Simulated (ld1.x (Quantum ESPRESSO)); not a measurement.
## PBE ultrasoft dataset for holmium (Ho), scalar-relativistic all-electron reference.

- Element: holmium (Ho)
- Generator: ld1.x (Quantum ESPRESSO) 7.5
- Type: ultrasoft
- Functional: PBE
- Relativity: scalar-relativistic
- Frozen core: [Kr] 4d10
- Valence charge: 21
- Reference configuration: 4f10 5s2 5p6 5d0 6s0 6p0 (charge +3)
- Partial waves: 5s (bound): rcut 1.60, rcutus 2.10 bohr; 6s (bound, empty): rcut 1.60, rcutus 2.10 bohr; 5p (bound): rcut 1.85, rcutus 2.30 bohr; 6p (bound, empty): rcut 1.85, rcutus 2.30 bohr; 5d (bound, empty): rcut 1.85, rcutus 2.60 bohr; 5d channel at -0.6 Ry: rcut 1.85, rcutus 2.60 bohr; 4f (bound): rcut 1.00, rcutus 1.15 bohr; 4f channel at -2.2 Ry: rcut 1.00, rcutus 1.15 bohr
- Local potential: all-electron potential smoothed inside 2.40 bohr (lloc = -1)
- Core correction: Bessel-smoothed model core inside 0.90 bohr
- Augmentation charge: built from norm-conserving waves at rcut, not smoothed further

All-electron outer shells of the reference configuration (PBE, scalar-relativistic, ld1.x):

```json
{"shell": "4p", "level (eV)": "-336.14", "outermost node (bohr)": "0.27", "outermost maximum (bohr)": "0.51"}
{"shell": "4d", "level (eV)": "-192.10", "outermost node (bohr)": "0.25", "outermost maximum (bohr)": "0.52"}
{"shell": "5s", "level (eV)": "-80.13", "outermost node (bohr)": "0.61", "outermost maximum (bohr)": "1.13"}
{"shell": "5p", "level (eV)": "-54.50", "outermost node (bohr)": "0.66", "outermost maximum (bohr)": "1.28"}
{"shell": "4f", "level (eV)": "-35.09", "outermost node (bohr)": "–", "outermost maximum (bohr)": "0.52"}
{"shell": "5d", "level (eV)": "-24.93", "outermost node (bohr)": "0.74", "outermost maximum (bohr)": "1.73"}
{"shell": "6s", "level (eV)": "-23.39", "outermost node (bohr)": "1.48", "outermost maximum (bohr)": "2.77"}
{"shell": "6p", "level (eV)": "-17.59", "outermost node (bohr)": "1.73", "outermost maximum (bohr)": "3.26"}
```

(1) Is the overlap operator S = 1 + Σ q|β⟩⟨β| positive definite (Bessel basis up to 400 Ry)?

Results:

(1) No: its lowest eigenvalue is -0.283, in the p channel, so the generalised eigenproblem breaks down once the basis is large enough.

Test run stopped at test 1 of 7 (negative rho).

A Bessel basis up to 400 Ry misses an occupied level by 1.19 Ry, so cutoffs and ghosts were not judged. Its overlap operator is not positive definite in a basis up to 400 Ry (lowest eigenvalue p -0.28), so the file is unfit for use: the generalised eigenproblem breaks down once the basis is large enough, and its test numbers describe a broken file.
